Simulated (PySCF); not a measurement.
# How methods differ on the excitation energy of Zn²⁺

Zn²⁺ [Ar] 3d10 (1S) → Zn²⁺ [Ar] 3d9 4p1 (high-spin determinant), as a difference of total energies. Calculation: PySCF 2.14, in def2-QZVPPD; the non-relativistic Hamiltonian (point nucleus). Correlated levels: valence: [Ar] frozen; valence and next inner shell: [Ne] frozen. The calculations carry no spin-orbit coupling.

```json
{"method": "UHF", "excitation energy (eV)": "15.730"}
{"method": "LDA", "excitation energy (eV)": "17.749"}
{"method": "PBE", "excitation energy (eV)": "17.202"}
{"method": "PBE0", "excitation energy (eV)": "17.073"}
{"method": "r2SCAN", "excitation energy (eV)": "16.940"}
{"method": "MN15", "excitation energy (eV)": "17.823"}
{"method": "HSE06", "excitation energy (eV)": "17.025"}
{"method": "LC-wPBE", "excitation energy (eV)": "17.514"}
{"method": "M06-L", "excitation energy (eV)": "17.470"}
{"method": "MP2 (valence)", "excitation energy (eV)": "18.174"}
{"method": "SCS-MP2 (valence)", "excitation energy (eV)": "17.946"}
{"method": "MP2 (valence and next inner shell)", "excitation energy (eV)": "18.598"}
{"method": "SCS-MP2 (valence and next inner shell)", "excitation energy (eV)": "18.272"}
```

Task: How much does correlation contribute at MP2 (valence and next inner shell)?

Result: 18.598 − (15.730) = 2.868 eV, measured against UHF.

A first-order spin-orbit estimate (lowest level to lowest level, LS coupling) adds -0.097 eV.

The determinant of the upper state mixes LS terms, which raises its energy above the lowest term, most at the Hartree-Fock and MP2 levels.
